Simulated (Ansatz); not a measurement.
Stepwise reaction of `[NH2][Al]([OH])[OH]` with hydrogen sulfide, as a gas-phase model of exchange steps in deposition or etching. ΔE in kJ/mol; ΔG adds harmonic PBE0-D4 terms to CCSD(T)/CBS, at 1 bar.

Computed with Ansatz on PBE0-D4/def2-TZVP structures; ΔE is electronic, products minus reactants. CCSD(T)/CBS adds triple-zeta CCSD(T) − MP2 to the extrapolated MP2 energy (def2 sets, frozen cores). This one scheme is used for every species. DFT in def2-TZVPP. B3LYP here is the variant with VWN-RPA as its local correlation; programs differ in this. One conformer a species, not always the lowest.

```json
{"step": "2", "reaction": "`[NH2][Al]([OH])[SH]` + H₂S → `[NH2][Al]([SH])[SH]` + H₂O", "PBE-D4": "13.2", "B3LYP-D4": "24.3", "ωB97M-V": "22.7", "CCSD(T)/CBS": "18.8", "ΔG(400 K)": "22.9"}
```

Q: Give the row of step 1, `[NH2][Al]([OH])[OH]` + H₂S → `[NH2][Al]([OH])[SH]` + H₂O. (Best estimate.)

A: Computed: 
```tsv
step	reaction	PBE-D4	B3LYP-D4	ωB97M-V	CCSD(T)/CBS	ΔG(400 K)
1	`[NH2][Al]([OH])[OH]` + H₂S → `[NH2][Al]([OH])[SH]` + H₂O	15.1	25.9	23.6	20.5	26.4
```

Q: By hand: ΔE of the 2 steps together at CCSD(T)/CBS.

A: (20.5) + (18.8) = 39.3 kJ/mol, or 19.6 kJ/mol a step.

In ΔE the steps differ by no more than 1.7 kJ/mol. All are uphill at CCSD(T)/CBS. ΔG lies between 22.9 and 26.4 kJ/mol a step. PBE-D4 differs from CCSD(T)/CBS by -5.6 to -5.4 kJ/mol a step. Isolated molecules leave out the surface, adducts and barriers. Largest T1 diagnostic: 0.011.
